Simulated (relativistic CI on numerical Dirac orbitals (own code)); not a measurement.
# Co⁵⁺: resonant inelastic scattering at the M2,3 edge

Computed with this model: Dirac-Coulomb-Breit CI, separate exchange-only KLI orbitals for each configuration, QED by a radiative potential, valence Slater integrals scaled by 0.8, Kramers-Heisenberg scattering through one core-hole configuration in a parametric crystal field; configurations [Ar] 3d4 → [Ne] 3s2 3p5 3d5; 300 K; core-hole width 1.2 eV; summed over polarisations. Incident energies are the highest absorption maxima for each field (at most a few, so the weaker spin-orbit partner edge can be absent), on the computed scale of the free ion. Intensities are in per cent of the strongest line above 0.02 eV; levels within 1 cm⁻¹ are merged; final levels count from the ground level, the first row holds all elastic scattering, lines under 0.4 are left out and each table stops after 24 rows. The scale of the Slater integrals is a model choice and moves the terms in proportion.

Field parameters in Wybourne normalisation: Oh B⁴₀ = 21Dq, B⁴₄ = √(5/14) B⁴₀. The field is a parameter set, without covalency.

S is read from ⟨S²⟩ = S(S + 1).

Oh, 10Dq = 5900 cm⁻¹:

| Final level (eV) | Degeneracy | Irrep | S | 67.3 eV | 77.1 eV |
| --- | --- | --- | --- | --- | --- |
| 0.000 | 1 | A1 | 2.00 | 389.5 | 182.5 |
| 0.007 | 3 | T1 | 2.00 | 17.1 | 33.8 |
| 0.014 | 2 | E | 2.00 | 10.1 | 36.9 |
| 0.019 | 3 | T2 | 2.00 | 9.0 | 25.1 |
| 0.024 | 1 | A2 | 2.00 | 2.3 | 19.6 |
| 0.713 | 3 | T2 | 2.00 | 45.8 | 100.0 |
| 0.716 | 3 | T1 | 2.00 | 46.4 | 90.2 |
| 0.721 | 1 | A1 | 2.00 | 15.5 | 28.6 |
| 0.776 | 3 | T1 | 2.00 | 45.6 | 94.8 |
| 0.778 | 2 | E | 2.00 | 31.1 | 61.4 |
| 0.815 | 3 | T2 | 2.00 | 32.2 | 73.4 |
| 3.093 | 1 | A1 | 1.00 | 0.1 | 0.5 |
| 3.161 | 3 | T1 | 1.00 | 0.2 | 1.6 |
| 3.310 | 2 | E | 1.00 | 0.0 | 0.9 |
| 3.314 | 3 | T2 | 1.00 | 0.1 | 1.2 |
| 4.187 | 3 |  | 0.99 | 0.2 | 0.5 |
| 4.206 | 3 |  | 1.00 | 0.2 | 1.0 |
| 4.534 | 3 |  | 1.00 | 0.1 | 1.0 |
| 4.612 | 2 |  | 0.99 | 0.1 | 1.2 |
| 4.622 | 3 |  | 0.52 | 0.0 | 0.4 |
| 4.653 | 3 |  | 0.76 | 0.0 | 1.0 |

Oh, 10Dq = 13250 cm⁻¹:

```tsv
Final level (eV)	Degeneracy	Irrep	S	67.7 eV	77.8 eV
0.000	1	A1	1.99	252.6	102.3
0.005	3	T1	2.00	8.8	17.6
0.010	2	E	2.00	11.3	19.6
0.014	3	T2	2.00	12.5	13.7
0.018	1	A2	2.00	4.9	10.5
1.615	1	A1	1.99	5.9	16.6
1.615	3	T1	2.00	19.1	50.2
1.616	3	T2	2.00	20.0	53.0
1.677	5	E+T1	2.00	32.8	100.0
1.715	3	T2	1.99	16.4	55.4
3.187	3	T1	1.00	0.2	0.5
4.882	3		0.89	0.2	0.5
4.916	3		0.97	0.1	0.5
6.056	3		1.00	0.0	0.8
6.136	2		0.93	0.0	0.7
6.160	3		0.75	0.0	0.6
```

For the first field the strongest loss at the lowest incident energy is the level at 0.72 eV (S = 2.00, against 2.00 in the thermal ground state).
